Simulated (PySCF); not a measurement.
Mg(SeH)(GeH3), SMILES [SeH][Mg][GeH3] (H4GeMgSe) (PBE0/def2-SVP optimised geometry):

```
7

Mg    -1.573    -2.078    -1.967
Se    -2.546    -3.333    -3.820
H     -1.192    -3.722    -4.255
Ge    -0.565    -0.745     0.000
H     -0.983    -1.297     1.385
H      0.982    -0.745     0.000
H     -0.982     0.745     0.000
```

Computed with PBE0/def2-TZVP (PySCF).

Q: What are the frontier orbital energies and the dipole moment?

A: HOMO-2 -8.40 eV, HOMO-1 -7.12 eV, HOMO -6.81 eV, LUMO -1.29 eV, LUMO+1 -1.12 eV; dipole moment 0.71 D.

On the same geometry PBE/def2-TZVP (PySCF) gives HOMO-2 -7.29 eV, HOMO-1 -6.13 eV, HOMO -5.72 eV, LUMO -1.96 eV, LUMO+1 -1.75 eV; dipole moment 0.63 D.

Meta-Löwdin charges at PBE0/def2-TZVP: Mg1 1.17, Se2 -0.74, H3 0.07, Ge4 -0.39, H5 -0.04, H6 -0.04, H7 -0.04.
